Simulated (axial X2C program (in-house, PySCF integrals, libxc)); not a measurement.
# Curves of NdCN⁺ from open-shell CI on f3 s1 d(πδ)0

Calculated with an axial X2C code built on PySCF integrals: two-component X2C with atomic mean-field Coulomb and Gaunt terms, basis Nd dyall-v3z, C dyall-v3z, N dyall-v3z (cores contracted in-house). Orbitals come from Hartree–Fock averaged over the configuration Nd f3 s1 d(πδ)0; CI then distributes these electrons over the f, s, d(πδ) shells of Nd.

Scan along the Nd–C bond with CN moving as one mass, its bond held at 1.160 Å; masses Nd 141.908 u, C 12.000 u, N 14.003 u. Energies in cm⁻¹ from the lowest point; levels are followed by energy order within each Ω. Lowest level at 2.358 Å: 100% f3 d(πδ)1.

```
R (Å)  (1)Ω=6  (1)Ω=5  (1)Ω=4  (1)Ω=3  (1)Ω=2  (1)Ω=7  (1)Ω=1  (2)Ω=6  (1)Ω=0
2.193    2663    3194    3310    3625    4088    4220    4461    4589    4581
2.275     925    1407    1569    1901    2361    2485    2747    2822    2888
2.358      89     527     723    1064    1516    1652    1907    1960    2062
2.452       0     396     616     961    1400    1568    1789    1847    1954
2.547     597     951    1183    1524    1945    2170    2325    2418    2494
2.653    1894    2154    2371    2683    3059    3468    3403    3639    3561
2.782    4269    4411    4613    4891    5215    5832    5514    5919    5658
```

Q: Fit the curves (1)Ω=6, (1)Ω=7 near their minima.

A: From the open-shell CI curves, Te from the lowest:

```
 level  Te (cm⁻¹)  Re (Å)  ωe (cm⁻¹)
(1)Ω=6          0   2.415      362.4
(1)Ω=7       1566   2.414      363.0
```

Without dynamic correlation distances can be off by several hundredths of an Å (long for ionic bonds, short for multiple bonds) and the wavenumbers are rough.

The 9 lowest curves are shown; the next is (2)Ω=5, from 2066 cm⁻¹.

There is no dynamic correlation: spin–orbit spacings and, for f shells, spacings inside one term are the most reliable numbers, splittings between terms come out too wide, and energies between configurations are not reliable, so the lowest level need not be the ground state of the molecule. The lowest levels belong to f3 d(πδ)1, not to the averaged configuration, so orbitals and distance suit them less well. At most 4 roots were kept for each Ω > 0 (twice that for Ω = 0) within 2.2 eV of the lowest, so higher up levels can be missing between those listed; levels with Ω > 0 are doubly degenerate and listed once, Ω = 0 levels singly. States that fill the shells left empty in the average are placed too high. The molecule was held linear; bending was not examined.
